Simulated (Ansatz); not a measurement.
Born–Oppenheimer molecular dynamics of CH₈AlClOSi (13 atoms, charge 0, multiplicity 1). It starts from a rough guess of a transition structure, not a stationary point.

Level of theory: Ansatz, UKS PBE-D4/STO-3G.

```
ensemble                      : NVE (velocity Verlet)
time step                     : 0.5 fs
steps asked                   : 150
starting velocities drawn for : 600 K
seed                          : 967045
```

First frame:

```xyz
13
Properties=species:S:1:pos:R:3
Al 0.107 -0.818 -0.053
Si 0.884 1.776 0.123
C -1.869 -0.926 0.024
O 1.230 -1.602 0.842
H 0.886 0.416 -1.164
Cl 0.948 -0.718 -2.513
H -0.067 2.812 -0.291
H 2.209 2.404 0.087
H 0.591 1.547 1.556
H -2.299 -0.217 -0.688
H -2.275 -0.689 1.008
H -2.244 -1.916 -0.249
H 1.899 -2.069 1.320
```

Question: How far do the bonds stretch over the last three quarters of this one trajectory? (Pairs bonded in most of those frames.)

Answer: 
| bond | mean (Å) | spread (Å) | shortest | longest |
| --- | --- | --- | --- | --- |
| Al1–C3 | 1.893 | 0.053 | 1.82 | 1.98 |
| Al1–O4 | 1.712 | 0.076 | 1.59 | 1.82 |
| Al1–Cl6 | 2.177 | 0.210 | 1.86 | 2.46 |
| Si2–H5 | 1.510 | 0.135 | 1.29 | 1.72 |
| Si2–H7 | 1.467 | 0.056 | 1.38 | 1.55 |
| Si2–H8 | 1.458 | 0.018 | 1.42 | 1.49 |
| Si2–H9 | 1.460 | 0.016 | 1.43 | 1.49 |
| C3–H10 | 1.105 | 0.015 | 1.08 | 1.13 |
| C3–H11 | 1.103 | 0.031 | 1.06 | 1.15 |
| C3–H12 | 1.105 | 0.010 | 1.09 | 1.12 |
| O4–H13 | 1.050 | 0.059 | 0.94 | 1.16 |

Mean temperature of the second half: 1398 K. The conserved energy stayed within 0.49 meV per atom of its start (net change 0.016 meV per atom), so the integration is sound. The system heated up, since it started high on the potential surface and ran downhill. A run of 0.075 ps of so small a system gives no equilibrium averages. The orbitals stay closed-shell, which can raise the energy where a bond breaks towards radicals; this wasn't checked here. Limits of this set-up: minimal basis.

The run took 9.2 min on 1 thread of Arm Neoverse V2 (shared host), peak memory 0.13 GiB.
